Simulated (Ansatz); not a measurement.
Ansatz (a quantum-chemistry and plane-wave program) input (B3LYP-D3(BJ)/def2-TZVP):

Ansatz 0.2 input:
```yaml
crystal:
  periodic: [false, false, false]
  atoms:
    - {symbol: Si, position_ang: [-0.21953724, 1.30238143, 0.80323754]}
    - {symbol: H, position_ang: [-0.01063528, 2.75898280, 0.90594500]}
    - {symbol: Si, position_ang: [0.05199098, -0.75770221, -0.34170214]}
    - {symbol: H, position_ang: [0.85076850, -0.73625002, -1.57151465]}
    - {symbol: H, position_ang: [-1.36462627, -1.06360464, -0.58430131]}
    - {symbol: H, position_ang: [0.67461941, -1.53848718, 0.73551333]}
basis:
  gaussian:
    orbitals: def2-TZVP
hamiltonian:
  xc: b3lyp
  dispersion: d3bj
total_charge: 1
magnetization: {spin_polarized: true, initial_magnetization: 1}
relax: {f_tol: 0.002, max_steps: 150}
```

End of the output:

```
698 factors; their error is unknown
mean field: 0.33 GiB planned
mean field -15811.67814412 eV, -581.0684542560 hartree, gradient 1.1e-5 eV, S^2 0.753561; 0 other end points of the search recorded, 0 dependent functions left out
the calculation of the forces begins
reference -15811.67839705 eV, -581.0684635510 hartree; 16, 15 occupied and 82, 83 virtual orbitals, 698 factors
relax step  19: F+E_penalty+E_count = -15811.88811043 eV  Δ(F+E_penalty+E_count) = -1.506e-5 eV  max|allowed force component| = 1.230e-3 eV/Å  Δτ_max = 0.0066 Å  (27 SCF iters, accepted)
these checks for a lower state are left out or cut short: starts, cluster_reference, orbital_swaps, neighbouring_geometries, increment
integrals: 0.02 GiB planned
698 factors; their error is unknown
mean field: 0.33 GiB planned
mean field -15811.67815779 eV, -581.0684547584 hartree, gradient 1.1e-5 eV, S^2 0.753562; 0 other end points of the search recorded, 0 dependent functions left out
the calculation of the forces begins
reference -15811.67841075 eV, -581.0684640545 hartree; 16, 15 occupied and 82, 83 virtual orbitals, 698 factors
relax step  20: F+E_penalty+E_count = -15811.88811478 eV  Δ(F+E_penalty+E_count) = -4.345e-6 eV  max|allowed force component| = 2.504e-3 eV/Å  Δτ_max = 0.0073 Å  (29 SCF iters, accepted)
these checks for a lower state are left out or cut short: starts, cluster_reference, orbital_swaps, neighbouring_geometries, increment
integrals: 0.02 GiB planned
698 factors; their error is unknown
mean field: 0.33 GiB planned
mean field -15811.67814834 eV, -581.0684544110 hartree, gradient 3.9e-5 eV, S^2 0.753564; 0 other end points of the search recorded, 0 dependent functions left out
the calculation of the forces begins
reference -15811.67840129 eV, -581.0684637070 hartree; 16, 15 occupied and 82, 83 virtual orbitals, 698 factors
relax step  21: F+E_penalty+E_count = -15811.88811432 eV  Δ(F+E_penalty+E_count) = +4.593e-7 eV  max|allowed force component| = 3.110e-3 eV/Å  Δτ_max = 0.0008 Å  (25 SCF iters, rejected (line search))
these checks for a lower state are left out or cut short: starts, cluster_reference, orbital_swaps, neighbouring_geometries, increment
integrals: 0.02 GiB planned
698 factors; their error is unknown
mean field: 0.33 GiB planned
mean field -15811.67814094 eV, -581.0684541393 hartree, gradient 1.5e-5 eV, S^2 0.753562; 0 other end points of the search recorded, 0 dependent functions left out
the calculation of the forces begins
reference -15811.67839389 eV, -581.0684634350 hartree; 16, 15 occupied and 82, 83 virtual orbitals, 698 factors
relax step  22: F+E_penalty+E_count = -15811.88811512 eV  Δ(F+E_penalty+E_count) = -3.494e-7 eV  max|allowed force component| = 1.559e-3 eV/Å  Δτ_max = 0.0004 Å  (24 SCF iters, accepted)
integrals: 0.02 GiB planned
698 factors; their error is unknown
mean field: 0.33 GiB planned
mean field evaluation 160: about -15811.6079 eV, gradient 1.8e0 eV
mean field -15811.67814094 eV, -581.0684541393 hartree, gradient 1.5e-5 eV, S^2 0.753562; 3 other end points of the search recorded, 0 dependent functions left out
the calculation of the forces begins
reference -15811.67839389 eV, -581.0684634350 hartree; 16, 15 occupied and 82, 83 virtual orbitals, 698 factors
Total energy: -15811.88836807 eV, -581.0761798438 hartree
Atom 0 at     0.109234     1.268554     1.057552 Å, force    -0.000177     0.001559     0.000421 eV/Å
Atom 1 at    -0.335210     2.531015     0.393462 Å, force     0.000297    -0.001034     0.000363 eV/Å
Atom 2 at     0.065976    -0.779137    -0.231849 Å, force    -0.000527     0.000714    -0.000983 eV/Å
Atom 3 at     0.966843    -0.387729    -1.336032 Å, force    -0.000005    -0.000566     0.000047 eV/Å
Atom 4 at    -1.369441    -0.813591    -0.581651 Å, force     0.000190    -0.000377    -0.000054 eV/Å
Atom 5 at     0.545179    -1.853792     0.645696 Å, force     0.000223    -0.000296     0.000207 eV/Å
Dipole moment:     0.002857     0.319088     0.188905 e Å
```
